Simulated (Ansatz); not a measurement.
Relaxation of C2H5NSi (9 atoms, charge 0, multiplicity 1), to a largest force component of 0.02 eV/Å in at most 50 steps.

Computed with RKS PBE0/STO-3G (Ansatz 0.2.0).

```xyz
9
Properties=species:S:1:pos:R:3
C -0.062 1.245 -1.039
C -0.046 0.334 -0.152
N 0.647 -0.027 0.898
Si -0.509 -1.138 0.531
H -0.857 1.276 -1.854
H 0.581 2.142 -1.022
H 1.624 -0.361 0.637
H 0.181 -2.388 0.226
H -1.470 -1.128 1.759
```

**Question.** Where does it end, and by what steps?

**Answer.** The run converged. Limits of this set-up: minimal basis. After 11 steps the energy has fallen by 1.806 eV; H8 moved furthest, 0.35 Å. The start is strongly strained (largest force component 9 eV/Å).

```csv
step,energy less start (eV),largest force component (eV/Å),accepted
0,0.0000,8.651,yes
1,-1.5622,2.935,yes
2,-1.7510,0.846,yes
3,-1.6569,1.558,no
4,-1.7917,0.602,yes
5,-1.8014,0.333,yes
6,-1.8051,0.062,yes
7,-1.8048,0.094,no
8,-1.8056,0.051,yes
9,-1.8059,0.050,yes
10,-1.8060,0.046,yes
11,-1.8061,0.012,yes
```

```xyz
9
Properties=species:S:1:pos:R:3
C -0.098 1.276 -1.094
C -0.060 0.348 -0.145
N 0.773 0.054 1.024
Si -0.475 -1.190 0.689
H -0.879 1.278 -1.858
H 0.647 2.074 -1.160
H 1.780 -0.131 0.763
H -0.120 -2.433 0.046
H -1.477 -1.322 1.718
```

Whether the end is a true minimum wasn't checked by a vibrational analysis.

Run time: 21 s on 1 thread of Arm Neoverse V1 (shared host), peak memory 0.12 GiB.
